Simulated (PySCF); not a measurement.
Species: C4H7P2Si (charge -1).
Atom-mapped SMILES: `[CH3:1][c:2]1[p:3][c:4]([SiH3:5])[cH:6][p-:7]1` (hydrogens: H8, H9, H10 on C1; H11, H12, H13 on Si5; H14 on C6)

The same species was optimised twice, with GFN2-xTB and with PBE0-D3(BJ)/def2-SVP (PySCF), and the same property calculations (PySCF, gas phase) were run on both structures.

```csv
coordinate,GFN2-xTB,PBE0-D3(BJ)/def2-SVP,change
C4–C6 (Å),1.377,1.402,+0.025
C4–Si5 (Å),1.857,1.840,-0.017
C6–P7 (Å),1.739,1.751,+0.012
C2–P7 (Å),1.746,1.757,+0.011
C2–P3 (Å),1.736,1.741,+0.005
P3–C4 (Å),1.764,1.769,+0.005
C1–C2 (Å),1.506,1.507,+0.001
P3–C4–Si5 (°),121.0,122.5,+1.5
Si5–C4–C6 (°),123.6,122.3,-1.3
C2–P7–C6 (°),93.7,94.7,+1.0
C2–P3–C4 (°),94.7,95.7,+1.0
C4–C6–P7 (°),118.9,117.9,-1.0
P3–C2–P7 (°),117.3,116.5,-0.8
C1–C2–P7 (°),121.9,122.3,+0.4
C1–C2–P3 (°),120.8,121.2,+0.4
```

Rotational constants: A = 3066, B = 1014, C = 772.3 MHz (GFN2-xTB) against A = 3039, B = 1006, C = 766.2 MHz (PBE0-D3(BJ)/def2-SVP).

On the GFN2-xTB structure: HOMO (eV) -1.10 [PBE0/pcSseg-1]; LUMO (eV) 4.04 [PBE0/pcSseg-1]; GIAO shielding of C1 (ppm) 163.8 [PBE0/pcSseg-1]; GIAO shielding of C2 (ppm) -8.4 [PBE0/pcSseg-1]; GIAO shielding of P3 (ppm) 110.8 [PBE0/pcSseg-1]; GIAO shielding of C4 (ppm) 56.3 [PBE0/pcSseg-1]; GIAO shielding of Si5 (ppm) 431.2 [PBE0/pcSseg-1]; GIAO shielding of C6 (ppm) 25.5 [PBE0/pcSseg-1]; GIAO shielding of P7 (ppm) 140.2 [PBE0/pcSseg-1].

Problem. What do these properties become on the PBE0-D3(BJ)/def2-SVP structure?

Solution. 
```csv
property,level,on GFN2-xTB,on PBE0-D3(BJ)/def2-SVP,change
HOMO (eV),PBE0/pcSseg-1,-1.10,-1.18,-0.08
LUMO (eV),PBE0/pcSseg-1,4.04,3.93,-0.11
"energy, GFN2-xTB geometry as zero (kcal/mol)",PBE0/pcSseg-1,0.0,-1.1,-1.1
GIAO shielding of C1 (ppm),PBE0/pcSseg-1,163.8,162.5,-1.3
GIAO shielding of C2 (ppm),PBE0/pcSseg-1,-8.4,-9.3,-0.9
GIAO shielding of P3 (ppm),PBE0/pcSseg-1,110.8,100.0,-10.8
GIAO shielding of C4 (ppm),PBE0/pcSseg-1,56.3,53.5,-2.8
GIAO shielding of Si5 (ppm),PBE0/pcSseg-1,431.2,428.6,-2.6
GIAO shielding of C6 (ppm),PBE0/pcSseg-1,25.5,18.8,-6.7
GIAO shielding of P7 (ppm),PBE0/pcSseg-1,140.2,125.3,-14.9
```

The heavy atoms differ by 0.016 Å rms after alignment. Among bonds between heavy atoms C4–C6 changes most (+0.025 Å). Changes are differences of the printed values. Neither structure is proved a minimum here. Isolated species at its PBE0-D3(BJ)/def2-SVP geometry, gas phase.
